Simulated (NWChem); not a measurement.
System: NH$_{3}$SeS; SMILES N[Se]S

The following NWChem deck was run.

```
start job
memory heap 200 mb stack 900 mb global 1100 mb
geometry units angstroms
  Se     0.410748    -0.458325    -0.018320
  N     -1.241831    -1.324861    -0.026975
  H     -1.340214    -1.913504     0.795392
  H     -1.353691    -1.872693    -0.875374
  S     -0.190754     1.694793    -0.042013
  H     -0.335705     1.882108     1.291396
end
basis spherical
  * library 6-31g*
end
dft
  xc hfexch
  iterations 150
end
driver
  maxiter 120
end
task dft optimize
task dft freq
```

This build's default masses of Se (78.918 u) and Br (79.917 u) are each other's, which moves their modes by up to 0.6 %.

The level has its own optimisation; frequencies are unscaled.

**Question.** Predict the main results of this run. (Hartree-Fock/6-31G* (spherical d).) Quantities: r N–Se (Å); r S–Se (Å); r H–N (Å); r H–S (Å); highest harmonic frequency (cm⁻¹); lowest (cm⁻¹); zero-point energy (kcal/mol); dipole (D).

**Answer.** 
```json
{
  "r N–Se (Å)": "1.835",
  "r S–Se (Å)": "2.194",
  "r H–N (Å)": "0.999",
  "r H–S (Å)": "1.328",
  "highest harmonic frequency (cm⁻¹)": "3873",
  "lowest (cm⁻¹)": "244",
  "zero-point energy (kcal/mol)": "24.5",
  "dipole (D)": "2.39"
}
```
